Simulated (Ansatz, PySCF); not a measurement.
C4H2BrCl, SMILES C#C/C(Cl)=C\Br. Atoms are numbered in the order given.

```xyz
8

C      2.5511     1.0251     0.0000
C      1.3386     1.0076     0.0000
C     -0.0783     1.0073     0.0000
Cl    -0.8364     2.5741     0.0000
C     -0.8677    -0.0820     0.0000
Br    -0.2044    -1.8192     0.0000
H      3.6258     1.0346     0.0000
H     -1.9549     0.0044     0.0000
```
Charge 0, spin multiplicity 1.

Geometry: PBE0-D3(BJ)/def2-SVP. The structure was generated by enumeration; whether it is a known compound was not checked.

Two levels are set side by side: PBE-D3(BJ)/def2-SVP (Ansatz, an electronic-structure program) and PBE0-D3(BJ)/def2-SVP (Ansatz). Each level has its own optimised geometry; the coordinates shown are those of the second. Frequencies come from the Hessian of PySCF at each geometry. Differences are taken from unrounded values.

| quantity | PBE0-D3(BJ) | PBE-D3(BJ) | PBE-D3(BJ) minus PBE0-D3(BJ) |
|---|---|---|---|
| mean bond length (Å) | 1.391 | 1.402 | 0.011 |
| bond C1–C2 (Å) | 1.213 | 1.226 | 0.013 |
| bond C2–C3 (Å) | 1.417 | 1.416 | -0.001 |
| bond C3–Cl4 (Å) | 1.741 | 1.760 | 0.019 |
| bond C3–C5 (Å) | 1.345 | 1.360 | 0.015 |
| bond C5–Br6 (Å) | 1.860 | 1.875 | 0.015 |
| bond C1–H7 (Å) | 1.075 | 1.081 | 0.007 |
| bond C5–H8 (Å) | 1.091 | 1.098 | 0.008 |
| highest harmonic wavenumber (cm⁻¹) | 3488 | 3406 | -82 |
| mean harmonic wavenumber (cm⁻¹) | 1048 | 1004 | -44 |
| zero-point energy (kcal/mol) | 26.97 | 25.85 | -1.12 |

GGA bonds tend to be longer and softer than those of functionals with exact exchange. Differences between two approximate levels are no errors against the true value.
